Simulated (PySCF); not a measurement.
Compound: C5H8BFO2.
SMILES: `F[C@@H]1C[C@@H]1B1OCCO1`

Torsions of this conformer, `[F:1][C@@H:2]1[CH2:3][C@@H:4]1[B:5]1[O:6][CH2:7][CH2:8][O:9]1`: C3–C4–B5–O6 -16°.

The closed-shell ground state was solved at several levels (PySCF, density fitting, gas phase, non-relativistic). The structure is a single PBE0-D3(BJ)/def2-SVP conformer in the gas phase; no vibrational or solvent corrections.

| level | basis functions | HOMO (eV) | LUMO (eV) | gap (eV) | dipole (D) |
| --- | --- | --- | --- | --- | --- |
| mPW1PW91/pcSseg-1 | 193 | -7.98 | 1.00 | 8.98 | 1.69 |
| PBE0/pcSseg-1 | 193 | -7.93 | 1.01 | 8.94 | 1.67 |
| B3LYP/pcJ-1 | 323 | -7.68 | 0.78 | 8.46 | 1.69 |

**Question.** Estimate the row for PBE0/def2-SVPD, a basis of 253 functions; the other rows only guide the guess.

**Answer.** HOMO -8.00 eV, LUMO 0.40 eV, gap 8.40 eV, dipole 1.65 D.

**Question.** Over all these levels, which gives the widest orbital gap and which the narrowest?

**Answer.** mPW1PW91/pcSseg-1 (global hybrid, 25 % exact exchange) has the widest, 8.98 eV, and PBE0/def2-SVPD (global hybrid, 25 % exact exchange) the narrowest, 8.40 eV. Functional and basis both differ between the two, so the spread mixes both effects.

**Question.** How far do the dipole and the HOMO energy spread over the levels?

**Answer.** The dipole runs from 1.65 to 1.69 D (mean 1.67 D) and the HOMO from -8.00 to -7.68 eV.
